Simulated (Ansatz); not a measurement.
Species: HBF2O, SMILES `OB(F)F` (H–O–B–F torsion 180°) (charge 0, multiplicity 1).

Problem. Give a relaxed geometry from PBE0-D4/def2-TZVP run with Ansatz (a program for electronic structure).

Solution. This is not unique; one that fits is the end point of this relaxation, one of several conformers (outside a Z-matrix the atoms follow the SMILES, hydrogens last).
Z-matrix (Å, degrees):
```
B
F 1 1.3170
F 1 1.3274 2 118.29
O 1 1.3454 2 119.46 3 180.00
H 4 0.9600 1 113.49 2 180.00
```
